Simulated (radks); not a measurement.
Task: Species: Ru39+. Configuration: [He] 2s2 2p1. Calculated with a radial shooting solver on a logarithmic mesh with Libxc functionals: scalar-relativistic Kohn-Sham, PBE, spin-polarised, spherical densities, finite nucleus; open shells are filled with parallel spins first (spin-orbit coupling, left out, can overturn this in heavy ions); Fermi nuclear charge, rms radius 4.4809 fm. Some entries of the table are withheld. Estimate them.

orbital  occ.  eigenvalue (hartree)  <r^2> (bohr^2)
1s up       1                   (1)        0.001496
1s down     1                   (2)        0.001494
2s up       1             -216.9751         0.02207
2s down     1             -216.1677         0.02215
2p up       1             -208.6103         0.01676
2p down     0             -207.6505         0.01683

Result: 
(1) 1s up eigenvalue (hartree): -927.3992
(2) 1s down eigenvalue (hartree): -926.9562
